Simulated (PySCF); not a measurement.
From computed data to an observable: refractive index and permittivity of the vapour

Sn(H)2(Me)(OMe) (C2H8OSn), SMILES C[O][SnH2][CH3].

Coordinates come from a B3LYP-D3(BJ)/def2-SVP optimisation. The structure was generated by enumeration; whether it is a known compound was not checked. The def2 effective core potentials stand for the cores of Sn; spin–orbit coupling is left out. One conformer was computed; it need not be the lowest.

HF/def2-TZVP in PySCF gives a mean static polarisability of 63.6 bohr³ and a dipole moment of 2.25 D. Take an ideal gas at 298.15 K and 0.1 bar, whether or not the substance is that volatile.

Task: Work out n − 1 in the optical limit and the static ε − 1.

Result: 
Polarisability volume α' = 63.6 × 0.148185 = 9.42 Å³. Number density N = p/kT = 2.43e-6 Å⁻³.
Dilute limit of Lorentz–Lorenz: n − 1 = 2π N α' = 0.00014.
Orientation term of Debye: μ²/(3kT) = 8.098 Å³ × μ²(D²) = 41.00 Å³.
ε − 1 = 4π N (α' + μ²/3kT) = 0.0015. Orientation of the dipole supplies 81 % of the static response; it can't follow optical fields. Vibrational polarisation and dispersion are left out.
